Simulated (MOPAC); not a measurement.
Job for MOPAC: PM7 on CH7FOSi (a complex), monomers drawn apart or pushed together.

```
PM7 1SCF PRECISE CHARGE=0 THREADS=1
CH7FOSi

C     -0.52593716 1    -0.43798256 1    -0.35759082 1
F      0.62569914 1     0.27791366 1     0.00515469 1
H     -1.39619282 1     0.16936340 1    -0.11413249 1
H     -0.47573475 1    -0.63352339 1    -1.42742892 1
H     -0.54005836 1    -1.36946935 1     0.20638247 1
O      0.04204185 1     0.88145203 1     3.00026800 1
Si     0.39829305 1    -0.39805958 1     3.97329700 1
H      0.40647415 1     0.87586023 1     2.10618449 1
H     -0.01220758 1    -1.68481399 1     3.35017505 1
H     -0.35914669 1    -0.19721259 1     5.22545794 1
H      1.84826283 1    -0.48875040 1     4.27694380 1
```

Output:

```
*******************************************************************************
 **                                                                           **
 **                              MOPAC v23.2.5                                **
 **                                                                           **
 *******************************************************************************
 ** MOPAC's Digital Object Identifier: https://doi.org/10.5281/zenodo.6511958 **
 **                                                                           **
 ** Please cite the open-source release paper for use of this MOPAC version:  **
 ** J. E. Moussa and J. J. P. Stewart (2026)                                  **
 ** MOPAC: An open-source semiempirical molecular orbital program             **
 ** J. Open Source Softw., 11(119), 8025, https://doi.org/10.21105/joss.08025 **
 *******************************************************************************

                              PM7 CALCULATION RESULTS

 *******************************************************************************
 *  PM7        - The PM7 Hamiltonian to be used
 *
 *
 *
 *                 CHARGE ON SYSTEM = 0
 *
 *
 *
 *  PRECISE    - TIGHTER CRITERIA TO BE USED
 *  1SCF       - DO 1 SCF AND THEN STOP
 *  THREADS=1  - MULTI-THREADING NOT USED
 *  T=         - A TIME OF 172800.0 SECONDS REQUESTED
 *  DUMP=N     - RESTART FILE WRITTEN EVERY 7200.0 SECONDS REQUESTED
 *******************************************************************************
PM7 1SCF PRECISE CHARGE=0 THREADS=1
 CH7FOSi

   ATOM   CHEMICAL          X               Y               Z
  NUMBER   SYMBOL      (ANGSTROMS)     (ANGSTROMS)     (ANGSTROMS)

     1       C         -0.52593716  *  -0.43798256  *  -0.35759082  *
     2       F          0.62569914  *   0.27791366  *   0.00515469  *
     3       H         -1.39619282  *   0.16936340  *  -0.11413249  *
     4       H         -0.47573475  *  -0.63352339  *  -1.42742892  *
     5       H         -0.54005836  *  -1.36946935  *   0.20638247  *
     6       O          0.04204185  *   0.88145203  *   3.00026800  *
     7      Si          0.39829305  *  -0.39805958  *   3.97329700  *
     8       H          0.40647415  *   0.87586023  *   2.10618449  *
     9       H         -0.01220758  *  -1.68481399  *   3.35017505  *
    10       H         -0.35914669  *  -0.19721259  *   5.22545794  *
    11       H          1.84826283  *  -0.48875040  *   4.27694380  *



          CARTESIAN COORDINATES

    NO.       ATOM           X           Y           Z

     1         C         -0.5259     -0.4380     -0.3576
     2         F          0.6257      0.2779      0.0052
     3         H         -1.3962      0.1694     -0.1141
     4         H         -0.4757     -0.6335     -1.4274
     5         H         -0.5401     -1.3695      0.2064
     6         O          0.0420      0.8815      3.0003
     7        Si          0.3983     -0.3981      3.9733
     8         H          0.4065      0.8759      2.1062
     9         H         -0.0122     -1.6848      3.3502
    10         H         -0.3591     -0.1972      5.2255
    11         H          1.8483     -0.4888      4.2769

 General Reference for PM7:
 "Optimization of Parameters for Semiempirical Methods VI: More Modifications to the
 NDDO Approximations and Re-optimization of Parameters", J. J. P. Stewart, J. Mol. Mod., 1:32, 19 (2013)
 https://link.springer.com/article/10.1007/s00894-012-1667-x

           Empirical Formula: C H7 O F Si  =    11 atoms



      MOLECULAR POINT GROUP   :   C1


      RHF CALCULATION, NO. OF DOUBLY OCCUPIED LEVELS = 14


 -------------------------------------------------------------------------------
 PM7 1SCF PRECISE CHARGE=0 THREADS=1
 CH7FOSi



     1SCF WAS SPECIFIED, SO BFGS WAS NOT USED
     SCF FIELD WAS ACHIEVED


                              PM7 CALCULATION
                                                       MOPAC v23.2.5 Linux




          FINAL HEAT OF FORMATION =       -117.47534 KCAL/MOL =    -491.51681 KJ/MOL


          COSMO AREA              =        135.65 SQUARE ANGSTROMS
          COSMO VOLUME            =        123.97 CUBIC ANGSTROMS

          IONIZATION POTENTIAL    =         11.528975 EV
          HOMO LUMO ENERGIES (EV) =        -11.529  1.253
          NO. OF FILLED LEVELS    =         14
          MOLECULAR WEIGHT        =         82.1496         POINT GROUP:  C1

          MOLECULAR DIMENSIONS (Angstroms)

            Atom       Atom       Distance
            H    10    H     4     6.66820
            H    11    H     3     3.30577
            H     9    H     8     2.65170


          SCF CALCULATIONS        =          1





   ATOM   CHEMICAL          X               Y               Z
  NUMBER   SYMBOL      (ANGSTROMS)     (ANGSTROMS)     (ANGSTROMS)

     1       C         -0.52593716  *  -0.43798256  *  -0.35759082  *
     2       F          0.62569914  *   0.27791366  *   0.00515469  *
     3       H         -1.39619282  *   0.16936340  *  -0.11413249  *
     4       H         -0.47573475  *  -0.63352339  *  -1.42742892  *
     5       H         -0.54005836  *  -1.36946935  *   0.20638247  *
     6       O          0.04204185  *   0.88145203  *   3.00026800  *
     7      Si          0.39829305  *  -0.39805958  *   3.97329700  *
     8       H          0.40647415  *   0.87586023  *   2.10618449  *
     9       H         -0.01220758  *  -1.68481399  *   3.35017505  *
    10       H         -0.35914669  *  -0.19721259  *   5.22545794  *
    11       H          1.84826283  *  -0.48875040  *   4.27694380  *

                             CARTESIAN COORDINATES

   1    C       -0.525937160    -0.437982560    -0.357590820
   2    F        0.625699140     0.277913660     0.005154690
   3    H       -1.396192820     0.169363400    -0.114132490
   4    H       -0.475734750    -0.633523390    -1.427428920
   5    H       -0.540058360    -1.369469350     0.206382470
   6    O        0.042041850     0.881452030     3.000268000
   7   Si        0.398293050    -0.398059580     3.973297000
   8    H        0.406474150     0.875860230     2.106184490
   9    H       -0.012207580    -1.684813990     3.350175050
  10    H       -0.359146690    -0.197212590     5.225457940
  11    H        1.848262830    -0.488750400     4.276943800


           Empirical Formula: C H7 O F Si  =    11 atoms



      MOLECULAR POINT GROUP   :   C1


                  EIGENVALUES
 -40.37775 -29.28615 -25.09835 -18.15545 -17.10396 -16.93998 -16.52399 -15.93445
 -13.68160 -13.58631 -13.57490 -13.42766 -12.08151 -11.52897   1.25284   2.49192
   2.54682   2.56461   5.02425   5.06216   5.51007   5.63146   7.95197  21.75232
  22.02619  22.68879  22.98749  23.91760


              NET ATOMIC CHARGES AND DIPOLE CONTRIBUTIONS

  ATOM NO.   TYPE          CHARGE      No. of ELECS.   s-Pop       p-Pop       d-Pop
    1          C          -0.199194        4.1992     1.10119     3.09801
    2          F          -0.220972        7.2210     1.97402     5.24695
    3          H           0.143528        0.8565     0.85647
    4          H           0.141654        0.8583     0.85835
    5          H           0.136499        0.8635     0.86350
    6          O          -0.700845        6.7008     1.74362     4.95723
    7         Si           0.194148        3.8059     0.90877     2.69873     0.19835
    8          H           0.376358        0.6236     0.62364
    9          H           0.030177        0.9698     0.96982
   10          H           0.059094        0.9409     0.94091
   11          H           0.039552        0.9604     0.96045
 DIPOLE           X         Y         Z       TOTAL
 POINT-CHG.    -0.589    -3.236    -0.384     3.312
 HYBRID         0.039     0.972    -0.810     1.266
 SUM           -0.550    -2.264    -1.194     2.618


          ATOMIC ORBITAL ELECTRON POPULATIONS

     Atom    s        px        py        pz      x^2-y^2     xz        z^2       yz        xy
    1  C   1.10119   0.90976   1.05845   1.12979
    2  F   1.97402   1.49844   1.80338   1.94513
    3  H   0.85647
    4  H   0.85835
    5  H   0.86350
    6  O   1.74362   1.81507   1.69077   1.45139
    7 Si   0.90877   1.04574   0.76422   0.88876   0.05543   0.03195   0.03786   0.04619   0.02691
    8  H   0.62364
    9  H   0.96982
   10  H   0.94091
   11  H   0.96045

 **********************
 *                    *
 * JOB ENDED NORMALLY *
 *                    *
 **********************




 == MOPAC DONE ==
```

The run finished.

Cost: about 0.03 core-seconds (a rough figure).
